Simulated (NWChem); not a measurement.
All runs are NWChem calculations. System: HAlCl₂, charge 0, spin multiplicity 1, at a geometry optimised with PBE/def2-SVP. The structure started from a generated list of species. Level: G0W0@PBE0/def2-TZVP, RI basis def2-tzvp-rifit.

Part of the output:

```
             Northwest Computational Chemistry Package (NWChem) 7.3.0
             --------------------------------------------------------

                                NWChem Input Module
                                -------------------

 Scaling coordinates for geometry "geometry" by  1.889725989
 (inverse scale =  0.529177249)

 Turning off AUTOSYM since
 SYMMETRY directive was detected!

                             Geometry "geometry" -> ""
                             -------------------------

 Output coordinates in angstroms (scale by  1.889725989 to convert to a.u.)

  No.       Tag          Charge          X              Y              Z
 ---- ---------------- ---------- -------------- -------------- --------------
    1 Al                  13.0000     0.00000000     0.00000000     0.73228300
    2 H                    1.0000     0.00000000     0.00000000     2.31062700
    3 Cl                  17.0000    -1.80817200     0.00000000    -0.34795000
    4 Cl                  17.0000     1.80817200     0.00000000    -0.34795000

 Effective nuclear repulsion energy (a.u.)     163.2911193804

            Nuclear Dipole moment (a.u.)
            ----------------------------
        X                 Y               Z
 ---------------- ---------------- ----------------
     0.0000000000     0.0000000000     0.0000113384

      Symmetry information
      --------------------

 Group name             C2v
 Group number             16
 Group order               4
 No. of unique centers     3

      Symmetry unique atoms

     1    2    3


 Summary of "ao basis" -> "" (spherical)
 ------------------------------------------------------------------------------
       Tag                 Description            Shells   Functions and Types
 ---------------- ------------------------------  ------  ---------------------
 *                         def2-tzvp                  on all atoms

 new library libraries.bse/

 Summary of "ri basis" -> "" (spherical)
 ------------------------------------------------------------------------------
       Tag                 Description            Shells   Functions and Types
 ---------------- ------------------------------  ------  ---------------------
 *                      def2-tzvp-rifit               on all atoms

                                 NWChem DFT Module
                                 -----------------

 Summary of "ao basis" -> "ao basis" (spherical)
 ------------------------------------------------------------------------------
       Tag                 Description            Shells   Functions and Types
 ---------------- ------------------------------  ------  ---------------------
 Al                        def2-tzvp                13       37   5s5p2d1f
 H                         def2-tzvp                 4        6   3s1p
 Cl                        def2-tzvp                13       37   5s5p2d1f

 Summary of "ao basis" -> "ao basis" (spherical)
 ------------------------------------------------------------------------------
       Tag                 Description            Shells   Functions and Types
 ---------------- ------------------------------  ------  ---------------------
 Al                        def2-tzvp                13       37   5s5p2d1f
 H                         def2-tzvp                 4        6   3s1p
 Cl                        def2-tzvp                13       37   5s5p2d1f

      Symmetry analysis of basis
      --------------------------

        a1         45
        a2         15
        b1         35
        b2         22

            General Information
            -------------------
          SCF calculation type: DFT
          Wavefunction type:  closed shell.
          No. of atoms     :     4
          No. of electrons :    48
           Alpha electrons :    24
            Beta electrons :    24
          Charge           :     0
          Spin multiplicity:     1
          Use of symmetry is: on ; symmetry adaption is: on
          Maximum number of iterations: 100
          This is a Direct SCF calculation.
          AO basis - number of functions:   117
                     number of shells:    43
          Convergence on energy requested:  1.00D-06
[...]
    59      0.382093  3 Cl py                96     -0.382093  4 Cl py
    62      0.237687  3 Cl py                99     -0.237687  4 Cl py
    56      0.176476  3 Cl py                93     -0.176476  4 Cl py
    50     -0.145506  3 Cl py                87      0.145506  4 Cl py
    53     -0.067861  3 Cl py                90      0.067861  4 Cl py

 Vector   23  Occ=2.000000D+00  E=-3.432224D-01  Symmetry=b1
              MO Center=  1.4D-12, -2.7D-16, -2.9D-01, r^2= 4.4D+00
   Bfn.  Coefficient  Atom+Function         Bfn.  Coefficient  Atom+Function
  ----- ------------  ---------------      ----- ------------  ---------------
    60      0.288729  3 Cl pz                97     -0.288729  4 Cl pz
    58     -0.259656  3 Cl px                95     -0.259656  4 Cl px
    63      0.181542  3 Cl pz               100     -0.181542  4 Cl pz
    61     -0.159203  3 Cl px                98     -0.159203  4 Cl px
    57      0.133861  3 Cl pz                94     -0.133861  4 Cl pz

 Vector   24  Occ=2.000000D+00  E=-3.423470D-01  Symmetry=a1
              MO Center= -1.4D-12,  2.8D-16,  5.3D-01, r^2= 4.5D+00
   Bfn.  Coefficient  Atom+Function         Bfn.  Coefficient  Atom+Function
  ----- ------------  ---------------      ----- ------------  ---------------
    60      0.313124  3 Cl pz                97      0.313124  4 Cl pz
    39     -0.202458  2 H  s                 63      0.193722  3 Cl pz
   100      0.193722  4 Cl pz                17     -0.152774  1 Al pz
    40     -0.152976  2 H  s                 57      0.145007  3 Cl pz
    94      0.145007  4 Cl pz                38     -0.122255  2 H  s

 Vector   25  Occ=0.000000D+00  E=-5.531787D-02  Symmetry=b2
              MO Center=  6.9D-15,  4.0D-13,  8.0D-01, r^2= 4.1D+00
   Bfn.  Coefficient  Atom+Function         Bfn.  Coefficient  Atom+Function
  ----- ------------  ---------------      ----- ------------  ---------------
    19      0.668889  1 Al py                16      0.498960  1 Al py
    62     -0.211388  3 Cl py                99     -0.211388  4 Cl py
    59     -0.139262  3 Cl py                96     -0.139262  4 Cl py
     7     -0.109155  1 Al py                10     -0.091307  1 Al py
    56     -0.081911  3 Cl py                93     -0.081911  4 Cl py

 Vector   26  Occ=0.000000D+00  E=-2.466903D-02  Symmetry=a1
              MO Center=  1.3D-14,  1.2D-14,  5.2D-01, r^2= 4.4D+00
   Bfn.  Coefficient  Atom+Function         Bfn.  Coefficient  Atom+Function
  ----- ------------  ---------------      ----- ------------  ---------------
     5      1.096515  1 Al s                 40     -0.504042  2 H  s
     4      0.482965  1 Al s                 48     -0.311352  3 Cl s
    85     -0.311352  4 Cl s                 61     -0.264640  3 Cl px
    98      0.264640  4 Cl px                 3     -0.240217  1 Al s
    58     -0.161731  3 Cl px                95      0.161731  4 Cl px

 Vector   27  Occ=0.000000D+00  E= 3.072029D-02  Symmetry=b1
              MO Center= -4.0D-14, -5.3D-16,  1.2D+00, r^2= 5.6D+00
   Bfn.  Coefficient  Atom+Function         Bfn.  Coefficient  Atom+Function
  ----- ------------  ---------------      ----- ------------  ---------------
    18      1.071523  1 Al px                48      0.383052  3 Cl s
    85     -0.383052  4 Cl s                 15      0.272104  1 Al px
    63      0.232920  3 Cl pz               100     -0.232920  4 Cl pz
    29     -0.219429  1 Al d  1              47      0.113317  3 Cl s
    84     -0.113317  4 Cl s                 60      0.108942  3 Cl pz

 center of mass
 --------------
 x =   0.00000000 y =   0.00000000 z =  -0.04338013

 moments of inertia (a.u.)
 ------------------
         100.936166947122           0.000000000000           0.000000000000
           0.000000000000         917.496910011660           0.000000000000
           0.000000000000           0.000000000000         816.560743064538

     Multipole analysis of the density
     ---------------------------------

     L   x y z        total         alpha         beta         nuclear
     -   - - -        -----         -----         ----         -------
     0   0 0 0     -0.000000    -24.000000    -24.000000     48.000000

     1   1 0 0      0.000000      0.000000      0.000000      0.000000
     1   0 1 0     -0.000000     -0.000000     -0.000000      0.000000
     1   0 0 1      0.433218      0.216603      0.216603      0.000011

     2   2 0 0    -31.502571   -214.235545   -214.235545    396.968520
     2   1 1 0     -0.000000     -0.000000     -0.000000      0.000000
     2   1 0 1      0.000000      0.000000      0.000000      0.000000
     2   0 2 0    -26.104259    -13.052129    -13.052129      0.000000
     2   0 1 1     -0.000000     -0.000000     -0.000000      0.000000
     2   0 0 2    -29.088011    -43.873959    -43.873959     58.659906

 Task  times  cpu:        5.9s     wall:        5.9s

                                NWChem Input Module
                                -------------------

                                 NWChem GW Module
                                 ----------------

                             ***********************
                             ***        GW       ***
                             ***********************

 Summary of "ri basis" -> "ri basis" (spherical)
 ------------------------------------------------------------------------------
       Tag                 Description            Shells   Functions and Types
 ---------------- ------------------------------  ------  ---------------------
 Al                     def2-tzvp-rifit             29      113   9s7p6d5f2g
 H                      def2-tzvp-rifit              7       15   4s2p1d
 Cl                     def2-tzvp-rifit             29      113   9s7p6d5f2g

                 Memory Information
                 ------------------
          Available GA per process is          1699.9 MBs
          Available stack per process is        700.0 MBs
          Available heap per process is           0.0 MBs

          Peak memory in Initialization
              Peak GA per process is                  9.2 MBs
              Peak stack per process is               0.1 MBs
              Peak heap per process is                9.8 MBs
              Memory not in MA per process            0.0 MBs

          Peak memory in AFF Calculation
              Peak GA per process is                 52.1 MBs
              Peak stack per process is              38.0 MBs
              Peak heap per process is                0.0 MBs
              Memory not in MA per process           38.0 MBs

          Computing 2-center integrals
          Computing Inverse Cholesky factor
          Computing 3-center integrals
          Computing V_xc ...

          Computing Sigma_x
          Computing RPA polarizability
          Solving quasiparticle equations

                  Alpha Orbitals
          State     Energy (eV)     Error (eV)
          -----------------------------------
@GW        21        -12.173           0.005
@GW        22        -11.739           0.005
@GW        23        -11.526           0.005
@GW        24        -11.567           0.005
@GW        25          0.363           0.004
@GW        26          1.251           0.004

   Applying  -2.2517 eV scissor-shift to rest of particle states

   Applying   1.8687 eV scissor-shift to rest of hole states

     GW Timing Statistics
   ------------------------
   Init.   :          0.1s
     ERIs  :          0.8s
     Distr.:          0.0s
     Vxc   :          0.7s
   Sigma_x :          0.0s
   RPA     :          2.0s
   Wmn     :          0.0s
   Sigma_c :          0.0s
   GW total:          3.7s

 Task  times  cpu:        3.7s     wall:        3.7s

 Total times  cpu:        9.7s     wall:        9.7s
```

Problem. Write an NWChem input that would produce this output.

Solution. This is not unique; one that fits is 
```
start mol
memory heap 200 mb stack 700 mb global 1700 mb
geometry units angstroms nocenter noautoz
  Al     0.000000     0.000000     0.732283
  H      0.000000     0.000000     2.310627
  Cl    -1.808172     0.000000    -0.347950
  Cl     1.808172     0.000000    -0.347950
  symmetry group C2v
end
basis spherical
  * library def2-tzvp
end
basis "ri basis" bse spherical
  * library def2-tzvp-rifit
end
dft
  xc pbe0
  iterations 100
  direct
  tolerances tight
end
task dft energy
gw
  states alpha occ 4 vir 2
end
task dft gw
```
